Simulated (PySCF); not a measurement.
C2H3BBrCl. Atoms are numbered in the order given.

```xyz
8

B     -0.1663     0.5994     0.0000
Cl     0.9836     1.9210     0.0000
Br     0.5153    -1.1922     0.0000
C     -1.6807     0.8949     0.0000
C     -2.6307    -0.0535     0.0000
H     -1.9911     1.9466     0.0000
H     -3.6975     0.1926     0.0000
H     -2.3687    -1.1170     0.0000
```
Charge 0, spin multiplicity 1.

Coordinates come from a PBE0-D3(BJ)/def2-SVP optimisation. The structure was generated by enumeration, and PubChem lists no compound with its InChIKey, so it may never have been made. Other conformers were not sampled.

Method: PySCF with PBE0/pcSseg-1.

GIAO shieldings, no solvent; atoms listed in one row are averaged. δ = σ(ref) − σ: ¹¹B against BF3 (σ = 88.8 ppm); ³⁵Cl against HCl (σ = 945.9 ppm); ¹³C against TMS (σ = 186.3 ppm); ¹H against TMS (σ = 31.56 ppm), references at their B3LYP-D3(BJ)/def2-TZVP geometries, non-relativistic (without spin–orbit terms, shifts of atoms bonded to Cl or Br come out too high).

Computed chemical shifts:
```
nucleus  atoms  count  δ (ppm)
-------  -----  -----  -------
¹¹B         B1      1     49.1
³⁵Cl       Cl2      1    298.9
¹³C         C5      1    160.2
¹³C         C4      1    147.3
¹H          H8      1     7.39
¹H          H7      1     7.15
¹H          H6      1     6.95
```
